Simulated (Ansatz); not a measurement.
`ClC(Cl)Br` + Cl• → `Cl[C](Cl)Br`• + HCl  (hydrogen abstraction from a C–H bond)

Isolated molecules relaxed with PBE0-D4/def2-TZVP in Ansatz; ΔE leaves out vibrations. CCSD(T)/CBS adds triple-zeta CCSD(T) − MP2 to the extrapolated MP2 energy (def2 sets, frozen cores). This one scheme is used for every species, atoms too. DFT in def2-TZVPP. No spin–orbit coupling; open shells (•) take unrestricted orbitals. Spin–orbit coupling would lower the free atoms: a little for Cl. Bonds to Br are less sure, by a few kJ/mol each and by 10 to 20 or more in all where they break to atoms, as the def2 sets lack core-valence functions. Scalar relativity is left out up to krypton.

Is it downhill or uphill in electronic energy at CCSD(T)/CBS, and by how much? (Best estimate.)

Computed: Downhill: ΔE = -6.6 kcal/mol.

What do these levels give: LDA (SPW92), CAM-B3LYP-D4, r2SCANh, MP2/def2-SVP, SCS-MP2/def2-QZVPP, MP2/CBS(def2)? (Best estimate.)

Computed: LDA (SPW92) -17.1, CAM-B3LYP-D4 -7.8, r2SCANh -11.9, MP2/def2-SVP -2.2, SCS-MP2/def2-QZVPP -3.6, MP2/CBS(def2) -6.6 kcal/mol.

Largest T1 diagnostic among the species: 0.014.

Leaving LDA and LC-ωPBE aside and taking each functional with its dispersion term where it has one, the values, not all of them listed here, spread over 7.4 kcal/mol, from PBE-D4 to BHLYP-D4. LDA lies −4.1 kcal/mol from PBE without D4. From PBE to PBE0 (25 % exact exchange), in def2-TZVPP and without D4, ΔE moves by +2.6 kcal/mol. At CCSD(T), def2-SVP lies +3.7 kcal/mol from the extrapolated value and def2-TZVPP +1.1 kcal/mol.
